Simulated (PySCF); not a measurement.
Species: C₈H₉N.
Z-matrix (Å and degrees, PBE0-D3(BJ)/def2-SVP geometry), rows numbered from 1:
```
C 
C   1  1.3919
C   2  1.4012  1  119.30
C   3  1.4817  2  122.95  1   179.97
C   4  1.5089  3  120.96  2   -35.62
C   5  1.4891  4   60.42  3   110.00
C   3  1.3989  2  116.53  1     0.00
C   7  1.3934  3  119.49  2     0.02
N   8  1.3297  7  123.79  3    -0.04
H   1  1.0966  2  119.64  3   179.98
H   2  1.0930  1  119.38  3  -179.99
H   4  1.0937  3  113.53  2   179.64
H   5  1.0929  4  117.54  6   109.17
H   5  1.0937  4  117.08  6  -109.07
H   6  1.0937  4  117.07  5   109.10
H   6  1.0929  4  117.52  5  -109.22
H   7  1.0929  3  120.41  2   179.99
H   8  1.0966  7  119.73  3   179.95
```

All values: CAM-B3LYP/def2-SVPD (PySCF, non-relativistic), on one gas-phase PBE0-D3(BJ)/def2-SVP geometry that isn't relaxed in the solvent. The solvent is an IEF-PCM continuum (cavity from Bondi-type radii × 1.2), and excitations are vertical TDDFT with non-equilibrium linear response and a frozen core. Specific hydrogen bonds and non-electrostatic terms are outside this model.

Gas-phase singlets (H = HOMO, L = LUMO):

```csv
state,E (eV),λ (nm),f,leading configuration
S1,5.157,240,0.004,H-1→L 96%
S2,5.403,229,0.000,H-1→L+1 99%
S3,5.519,225,0.017,H-2→L 54%
S4,6.087,204,0.083,H→L 66%
S5,6.869,180,0.317,H→L+1 49%
```

Problem. How does the list change in chloroform (ε = 4.711)?

Solution. 
```tsv
state	E (eV)	λ (nm)	f	leading configuration	change by rank (eV)
S1	5.313	233	0.006	H-2→L 96%	+0.156
S2	5.502	225	0.029	H-1→L 59%	+0.099
S3	5.598	221	0.000	H-2→L+1 98%	+0.079
S4	5.989	207	0.168	H→L 76%	-0.098
S5	6.694	185	0.400	H→L+1 51%	-0.175
```

Problem. Give the list for acetone (ε = 20.49), n² = 1.85.

Solution. 
```
state  E (eV)  λ (nm)      f  leading configuration  change by rank (eV)
   S1   5.374     231  0.006              H-2→L 96%               +0.217
   S2   5.505     225  0.028              H-1→L 59%               +0.102
   S3   5.669     219  0.000            H-2→L+1 98%               +0.150
   S4   5.978     207  0.173                H→L 77%               -0.109
   S5   6.704     185  0.365              H→L+1 54%               -0.165
```

Problem. The ground-state energy changes by -0.241 eV from gas to acetone. By how much does the total energy of gas-phase S4 change?

Solution. E(S4) = E(S0) + excitation energy, so it changes by -0.241 − 0.109 = -0.350 eV: it is lowered more than the ground state, which is what a red shift means. This is the vertical state, with the slow part of the continuum still set for S0.

Problem. How do the frontier levels move from gas to acetone?

Solution. 
| orbital | gas (eV) | solvent (eV) | change (eV) | Löwdin shares, gas | Löwdin shares, solvent |
| --- | --- | --- | --- | --- | --- |
| LUMO+2 | 1.36 | 1.60 | +0.24 | C6 12 %, C5 12 %, H12 9 %, H16 9 % | C1 12 %, C8 11 %, C7 9 %, C5 8 % |
| LUMO+1 | 0.68 | 0.66 | -0.02 | C1 22 %, C7 19 %, C2 16 %, C8 14 % | C1 21 %, C7 19 %, C2 16 %, C8 14 % |
| LUMO | 0.35 | 0.30 | -0.05 | C3 23 %, N9 20 %, C8 14 %, C2 12 % | C3 23 %, N9 20 %, C8 14 %, C2 11 % |
| HOMO | -8.69 | -8.65 | +0.04 | C3 17 %, N9 16 %, C7 14 %, C4 13 % | C3 15 %, C4 15 %, N9 14 %, C7 12 % |
| HOMO-1 | -8.74 | -8.82 | -0.08 | N9 59 %, C8 11 %, C1 11 %, C7 5 % | C2 21 %, C1 20 %, C8 20 %, C7 19 % |
| HOMO-2 | -8.78 | -9.03 | -0.25 | C2 23 %, C8 20 %, C1 20 %, C7 18 % | N9 56 %, C8 11 %, C1 11 %, C7 6 % |
| HOMO-3 | -10.39 | -10.13 | +0.26 | C6 31 %, C5 31 %, C4 14 % | C6 31 %, C5 31 %, C4 14 %, H12 4 % |

The HOMO–LUMO gap goes from 9.05 to 8.95 eV. Rows go by rank; for HOMO-2, HOMO-1, HOMO and LUMO+2 the atom shares or the degeneracy differ between the runs, so the row needn't follow one orbital.
